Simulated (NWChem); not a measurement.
System: C4H5N; SMILES N1CC=CC=1

Output (shortened):

```
             Northwest Computational Chemistry Package (NWChem) 7.3.0
             --------------------------------------------------------

                             Geometry "geometry" -> ""
                             -------------------------

 Output coordinates in angstroms (scale by  1.889725989 to convert to a.u.)

  No.       Tag          Charge          X              Y              Z
 ---- ---------------- ---------- -------------- -------------- --------------
    1 C                    6.0000     0.72840300     0.97559400     0.00000000
    2 C                    6.0000    -0.61898600     1.01504200     0.00000000
    3 C                    6.0000    -1.09241200    -0.40044900     0.00000000
    4 N                    7.0000     0.08009800    -1.24141300     0.00000000
    5 C                    6.0000     1.08952700    -0.44529300     0.00000000
    6 H                    1.0000     1.42276100     1.81657200     0.00000000
    7 H                    1.0000    -1.25907900     1.89850400     0.00000000
    8 H                    1.0000    -1.72163600    -0.63748700     0.87841300
    9 H                    1.0000    -1.72163600    -0.63748700    -0.87841300
   10 H                    1.0000     2.11654000    -0.82979300     0.00000000

 Effective nuclear repulsion energy (a.u.)     158.9202487350

                                 NWChem DFT Module
                                 -----------------

 Summary of "ao basis" -> "ao basis" (spherical)
 ------------------------------------------------------------------------------
       Tag                 Description            Shells   Functions and Types
 ---------------- ------------------------------  ------  ---------------------
 C                          def2-svp                 6       14   3s2p1d
 N                          def2-svp                 6       14   3s2p1d
 H                          def2-svp                 3        5   2s1p

 in cosmo_initialize ...
 calling solv_data for solv:etoac

 solvent parameters
 solvname_short: etoac
 solvname_long:  ethyl acetate
 dielec:        5.9867
 dielecinf:     1.8832
 nonaqueous SMD model solvent descriptors
 dielec:        5.9867
 sola:          0.0000
 solb:          0.4500
 solc:          0.0000
 solg:         33.6700
 solh:          0.0000
 soln:          1.3723

          ---------------
          -cosmo- solvent
          ---------------
 Cosmo: York-Karplus, doi: 10.1021/jp992097l
 dielectric constant -eps-     =   5.99
 screen = (eps-1)/(eps    )    =   0.83296
 surface charge correction     = lagrangian

   van der Waals surface
 --------------------------

[...]

                                COSMO-SMD solvation results
                                ---------------------------

             internal energy in gas <Psi(g)|H|Psi(g)> =      -209.891271995553
         internal energy in solvent <Psi(s)|H|Psi(s)> =      -209.890198989988
                               delta internal energy  =         0.001073005565 (    0.67 kcal/mol)
   total free energy in solvent <Psi(s)|H+V/2|Psi(s)> =      -209.899067478620
 polarization energy contribution <Psi(s)|V/2|Psi(s)> =        -0.008868488632 (   -5.57 kcal/mol)
    total free energy in solvent including G(SMD-CDS) =      -209.900526794588
                       G(SMD-CDS) energy contribution =        -0.001459315968 (   -0.92 kcal/mol)
     1 M fixed-concentration free energy of solvation =        -0.009254799035 (   -5.81 kcal/mol)

                       DFT Final Molecular Orbital Analysis
                       ------------------------------------

 Vector   16  Occ=2.000000D+00  E=-3.824449D-01
              MO Center=  2.3D-02, -3.1D-01,  4.6D-11, r^2= 2.7D+00
   Bfn.  Coefficient  Atom+Function         Bfn.  Coefficient  Atom+Function
  ----- ------------  ---------------      ----- ------------  ---------------
    62      0.341155   5 C  pz               34     -0.251000   3 C  pz
     6      0.237297   1 C  pz               48     -0.234901   4 N  pz
    65      0.224392   5 C  pz               81     -0.215358   8 H  s
    86      0.215358   9 H  s                51      0.158354   4 N  pz
     9      0.154771   1 C  pz               37     -0.106681   3 C  pz

 Vector   17  Occ=2.000000D+00  E=-3.401720D-01
              MO Center=  1.5D-01, -1.0D+00, -7.9D-11, r^2= 1.9D+00
   Bfn.  Coefficient  Atom+Function         Bfn.  Coefficient  Atom+Function
  ----- ------------  ---------------      ----- ------------  ---------------
    47      0.486585   4 N  py               50     -0.378409   4 N  py
    45      0.241845   4 N  s                44      0.192309   4 N  s
     5     -0.181017   1 C  py               33      0.169260   3 C  py
    61      0.166503   5 C  py               19     -0.147613   2 C  py
     3      0.144067   1 C  s                91     -0.139984  10 H  s

 Vector   18  Occ=2.000000D+00  E=-3.166647D-01
              MO Center=  4.6D-02,  3.2D-01,  9.3D-11, r^2= 2.4D+00
   Bfn.  Coefficient  Atom+Function         Bfn.  Coefficient  Atom+Function
  ----- ------------  ---------------      ----- ------------  ---------------
    20      0.365516   2 C  pz               48      0.325468   4 N  pz
     6      0.321938   1 C  pz               23      0.272827   2 C  pz
    51     -0.255904   4 N  pz                9      0.239582   1 C  pz
    62     -0.140072   5 C  pz               65     -0.116146   5 C  pz
    37     -0.026239   3 C  pz

 Vector   19  Occ=0.000000D+00  E= 8.047787D-04
              MO Center= -4.1D-02,  6.7D-02,  2.3D-10, r^2= 3.1D+00
   Bfn.  Coefficient  Atom+Function         Bfn.  Coefficient  Atom+Function
  ----- ------------  ---------------      ----- ------------  ---------------
    23      0.487942   2 C  pz               51      0.371546   4 N  pz
    20      0.358735   2 C  pz                9     -0.318536   1 C  pz
    48     -0.315442   4 N  pz               65     -0.303865   5 C  pz
    82     -0.263210   8 H  s                87      0.263210   9 H  s
    62     -0.259478   5 C  pz                6     -0.215525   1 C  pz

 Vector   20  Occ=0.000000D+00  E= 1.084703D-01
              MO Center=  5.6D-01,  1.8D-01,  1.4D-09, r^2= 2.8D+00
   Bfn.  Coefficient  Atom+Function         Bfn.  Coefficient  Atom+Function
  ----- ------------  ---------------      ----- ------------  ---------------
     9      0.725426   1 C  pz               65     -0.674182   5 C  pz
    23     -0.505704   2 C  pz               51      0.388454   4 N  pz
    62     -0.383646   5 C  pz                6      0.373193   1 C  pz
    48     -0.254065   4 N  pz               20     -0.225754   2 C  pz
    37      0.129257   3 C  pz               82     -0.091543   8 H  s

 Vector   21  Occ=0.000000D+00  E= 1.228922D-01
              MO Center= -9.5D-01,  3.0D-01,  1.7D-08, r^2= 7.7D+00
   Bfn.  Coefficient  Atom+Function         Bfn.  Coefficient  Atom+Function
  ----- ------------  ---------------      ----- ------------  ---------------
    31      2.066993   3 C  s                82     -1.142162   8 H  s
    87     -1.142162   9 H  s                77     -0.999595   7 H  s
     3      0.726767   1 C  s                72     -0.708438   6 H  s
    92     -0.651127  10 H  s                22      0.579162   2 C  py
    63      0.396363   5 C  px               35     -0.382176   3 C  px

     Multipole analysis of the density
     ---------------------------------

     L   x y z        total         alpha         beta         nuclear
     -   - - -        -----         -----         ----         -------
     0   0 0 0     -0.000000    -18.000000    -18.000000     36.000000

     1   1 0 0     -0.242114     -0.155855     -0.155855      0.069595
     1   0 1 0      0.987855      0.692555      0.692555     -0.397254
     1   0 0 1     -0.000000     -0.000000     -0.000000      0.000000

     2   2 0 0    -17.537415    -69.168131    -69.168131    120.798847
     2   1 1 0      0.239508     -0.138508     -0.138508      0.516524
     2   1 0 1      0.000000      0.000000      0.000000      0.000000
     2   0 2 0    -24.300167    -71.497183    -71.497183    118.694199
     2   0 1 1      0.000000      0.000000      0.000000      0.000000
     2   0 0 2    -22.900330    -14.205632    -14.205632      5.510934
```

Level: M06-2X/def2-SVP, SMD on the gas-phase geometry. Geometry: optimised at PBE0/def2-SVP. Solvent: ethyl acetate.

### Question
Which NWChem input produces such a log?

### Answer
This is not unique; one that fits is the input that was run:
```
start job
memory heap 200 mb stack 900 mb global 1100 mb
geometry units angstroms noautosym nocenter noautoz
  C      0.728403     0.975594     0.000000
  C     -0.618986     1.015042     0.000000
  C     -1.092412    -0.400449     0.000000
  N      0.080098    -1.241413     0.000000
  C      1.089527    -0.445293     0.000000
  H      1.422761     1.816572     0.000000
  H     -1.259079     1.898504     0.000000
  H     -1.721636    -0.637487     0.878413
  H     -1.721636    -0.637487    -0.878413
  H      2.116540    -0.829793     0.000000
end
basis spherical
  * library def2-svp
end
dft
  xc m06-2x
  iterations 150
end
cosmo
  do_cosmo_smd true
  solvent etoac
end
task dft energy
```
